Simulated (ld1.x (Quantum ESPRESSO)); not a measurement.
# Which change was made? (I, TM)

ld1.x (Quantum ESPRESSO) 7.5 input, shortened:

```
&input
   title='I', zed=53., rel=1, dft='PBE', iswitch=3,
   config='[Kr] 4d10 5s1 5p6'
 /
 &inputp
   pseudotype=2, tm=.true., lloc=-1, rcloc=1.90,
   nlcc=.true., new_core_ps=.true., rcore=0.90
 /
2
5S  1  0   1.00   0.00  1.25  1.25  0.0
5P  2  1   6.00   0.00  2.20  2.20  0.0
 &test
   configts(1)='5s1 5p6'
 /
```

Cutoffs, loose and tight: the cutoffs (Ry, on a coarse ladder) from which the occupation-weighted sum of valence levels, in a spherical-Bessel basis at the reference potential, stays within 10 and 1 mRy of its value at 400 Ry. They do not see the model core or the augmentation charge, which bear on the density cutoff. Test errors are all-electron minus pseudo excitation energies from the reference, over the configurations 5s2 5p5; 5s2 5p4; 5s2 5p3; 5s2 5p2; 5s2 5p1; 5s2 5p4.5; 5s2 5p5.3; variants that change the core or the reference have their own tests.

The base gives: outcome: generated; cutoff, loose: 110 Ry; cutoff, tight: 200 Ry; bound ghosts: d; largest test error (meV): -111.

(1) After one change the result is: outcome: generated; cutoff, loose: 140 Ry; cutoff, tight: 230 Ry; bound ghosts: d; largest test error (meV): -14. Which change was it?
A. type ultrasoft; waves now 5s (bound): rcut 1.10, rcutus 1.25 bohr; 5s channel at 3.55 Ry: rcut 1.10, rcutus 1.25 bohr; 5p (bound): rcut 1.90, rcutus 2.20 bohr; 5p channel at 0.15 Ry: rcut 1.90, rcutus 2.20 bohr; local potential all-electron potential smoothed inside 1.80 bohr (lloc = -1); augmentation PSQ, inside the norm-conserving radii
B. fully relativistic
C. reference 5s1.75 5p5.25
D. local potential all-electron potential smoothed inside 2.50 bohr (lloc = -1)

Answers

(1) C. The others give: type ultrasoft; waves now 5s (bound): rcut 1.10, rcutus 1.25 bohr; 5s channel at 3.55 Ry: rcut 1.10, rcutus 1.25 bohr; 5p (bound): rcut 1.90, rcutus 2.20 bohr; 5p channel at 0.15 Ry: rcut 1.90, rcutus 2.20 bohr; local potential all-electron potential smoothed inside 1.80 bohr (lloc = -1); augmentation PSQ, inside the norm-conserving radii → outcome: failed: chargeps: negative rho | fully relativistic → outcome: generated; cutoff, loose: 110 Ry; cutoff, tight: 200 Ry; bound ghosts: d; largest test error (meV): -83 | local potential all-electron potential smoothed inside 2.50 bohr (lloc = -1) → outcome: generated; cutoff, loose: 110 Ry; cutoff, tight: 230 Ry; bound ghosts: s; largest test error (meV): -164.
